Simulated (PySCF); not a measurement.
**SnAs and its ions**

PBE; Sn def2-SVP with ECP28, As def2-SVP; scalar-relativistic core potentials (PySCF 2.14). Neutral (UKS): doublet (π ↑), Re = 2.476 Å, ωe = 275 cm⁻¹, De = 2.93 eV, HOMO -4.99 eV, LUMO -4.87 eV.

SnAs⁺ (UKS): triplet (π ↑↑), Re = 2.652 Å, ωe = 222 cm⁻¹, De = 2.51 eV to Sn⁺ + As. The energies at the minima are -2449.54646 hartree for SnAs and -2449.26425 for SnAs⁺.

Work out the adiabatic ionisation energy, without and with harmonic zero-point energies (1 hartree = 27.2114 eV, 1 eV = 8065.5 cm⁻¹), and the change of the bond length.

At PBE: 0.28221 hartree = 7.679 eV between the minima; the zero-point term (222.0 − 275.0)/2 cm⁻¹ = -0.003 eV makes it 7.676 eV. Re changes by +17.6 pm against the neutral. The electron leaves a π orbital, and the longer bond of the ion fits a bonding orbital, or a change in how ionic the bond is.

These are scalar-relativistic numbers at best; spin–orbit coupling would shift them, the dissociation energy most. For an ion De counts to the pair picked by the measured ionisation energies or electron affinities, which need not be the lowest pair at this level. States were picked by a PBE0 search and need not be the measured ground states.
